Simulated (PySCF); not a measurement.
Geometry:
| atom | x (Å) | y (Å) | z (Å) |
| --- | --- | --- | --- |
| C1 | 3.340 | -0.207 | 0.249 |
| N2 | 2.134 | -0.120 | -0.539 |
| Si3 | 0.637 | -0.870 | -0.085 |
| C4 | -0.623 | -0.730 | -1.503 |
| C5 | -2.043 | -0.564 | -0.946 |
| C6 | -2.111 | 0.545 | 0.096 |
| F7 | -1.729 | 1.742 | -0.513 |
| Si8 | -0.810 | 0.157 | 1.472 |
| H9 | 3.412 | -1.206 | 0.710 |
| H10 | 4.237 | -0.083 | -0.380 |
| H11 | 3.401 | 0.534 | 1.071 |
| H12 | 2.057 | 0.742 | -1.068 |
| H13 | 0.948 | -2.286 | 0.294 |
| H14 | -0.555 | -1.583 | -2.195 |
| H15 | -0.361 | 0.173 | -2.081 |
| H16 | -2.760 | -0.352 | -1.758 |
| H17 | -2.385 | -1.500 | -0.467 |
| H18 | -3.143 | 0.672 | 0.467 |
| H19 | -0.380 | 1.412 | 2.158 |
| H20 | -1.423 | -0.768 | 2.482 |

Geometry: PBE0-D3(BJ)/def2-SVP; GIAO absolute shieldings from PySCF 2.14, gas phase, non-relativistic, averaged over equivalent atoms.

At B97-2/pcSseg-1 (210 basis functions, 34 s wall time on 1 thread of an Arm Neoverse V1, shared host):
| atoms | σ (ppm) |
| --- | --- |
| C6 | 94.6 |
| C1 | 150.8 |
| C5 | 151.7 |
| C4 | 172.0 |
| N2 | 250.7 |
| Si3 | 367.5 |
| Si8 | 432.4 |
| F7 | 410.5 |
| H18 | 26.20 |
| H13 | 26.53 |
| H19 | 27.78 |
| H20 | 28.02 |
| H9/H10/H11 | 28.74 |
| H16 | 28.86 |
| H14 | 30.00 |
| H15 | 30.39 |
| H17 | 30.55 |
| H12 | 32.25 |

Problem. Predict the values at PBE0/pcSseg-1 on the same geometry.

Solution. 
| atoms | σ at PBE0/pcSseg-1 | change |
| --- | --- | --- |
| C6 | 94.5 | -0.1 |
| C1 | 151.8 | +1.0 |
| C5 | 152.4 | +0.7 |
| C4 | 172.9 | +0.9 |
| N2 | 252.7 | +2.0 |
| Si3 | 361.4 | -6.1 |
| Si8 | 430.0 | -2.4 |
| F7 | 411.6 | +1.1 |
| H18 | 26.06 | -0.14 |
| H13 | 26.30 | -0.23 |
| H19 | 27.59 | -0.19 |
| H20 | 27.84 | -0.18 |
| H9/H10/H11 | 28.63 | -0.11 |
| H16 | 28.74 | -0.12 |
| H14 | 29.86 | -0.14 |
| H15 | 30.28 | -0.11 |
| H17 | 30.45 | -0.10 |
| H12 | 32.16 | -0.09 |

The largest change is at Si3 (silicon bonded to C, N, Si, H, in a 5-membered ring). Cost: 210 basis functions, 35 s wall time on 1 thread of an Arm Neoverse V1, shared host. The order of the carbon signals is the same at both levels.
